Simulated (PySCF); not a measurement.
Computed Raman spectrum (relative Raman activity) of a molecule C3H6N2Si. Geometry: B3LYP-D3(BJ)/def2-SVP. Other conformers were not sampled. Computed with B3LYP-D3(BJ)/def2-SVP run with PySCF. Frequencies are harmonic and unscaled.

Lines under 2 % of the strongest are left out, and lines within 2 cm⁻¹ are merged.

ν (cm⁻¹): 418 (vw), 639 (vw), 642 (vw), 653 (w), 959 (w), 1363 (vw), 1368 (w), 1389 (w), 1712 (vw), 2214 (m), 2217 (s), 3020 (s), 3031 (vs), 3046 (m) (against the strongest line: vs over 80 %, s over 45 %, m over 15 %, w over 4 %, vw less)

**Question.** Identify the compound among the candidates.
(A) [SiH3]c1c[nH]cn1
(B) CC1=NC=N[SiH2]1
(C) C1=NC[SiH2]N=C1
(D) C1=NCN=C[SiH2]1

**Answer.** D, C1=NCN=C[SiH2]1
